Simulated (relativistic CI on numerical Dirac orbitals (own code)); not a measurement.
## Main line and satellite in the 2p photoemission of Cu2+: a two-state model

Problem. An octahedral Cu2+ site (d9) has Δ = 1.4, V(eg) = 2.9, 10Dq = 0.65, 10Dq(ligand) = 0.8 and a core-hole attraction U_cd = 10.8 eV; the hopping is scaled by 0.9 in the final state. Δ is defined between configuration averages. Find the d count, the distance of the satellite and its intensity.

Working.
1. The hole has eg symmetry. Its energy is −0.6 × 10Dq in d9 and Δ − 0.6 × 10Dq(ligand) in d10L, so the gap is Δ' = 1.31 eV.
2. Ground state cos θ |d9⟩ − sin θ |d10L⟩ with tan 2θ = 2V/Δ', θ = 38.6°: weights 0.610 and 0.390, n_d = 9.390.
3. The core hole pulls d10L down by U_cd: the gap becomes Δ' − U_cd = -9.49 eV, the hopping is V' = 2.61 eV, and tan 2θ' = 2V'/(Δ' − U_cd) gives θ' = 75.6°.
4. The two final states lie W = √[(Δ' − U_cd)² + 4V'²] = 10.83 eV apart. The lower, mostly d10L, is the main line.
5. In the sudden approximation the intensities are cos²(θ' − θ) and sin²(θ' − θ), so satellite/main = tan²(37.0°) = 0.57.

Check. The full cluster calculation (with spin-orbit coupling and 2p-3d multiplets, which spread the d9 satellite) gives n_d = 9.389; in its broadened 2p3/2 spectrum, cut halfway, the centroids lie 10.79 eV apart with an area ratio of 0.58.
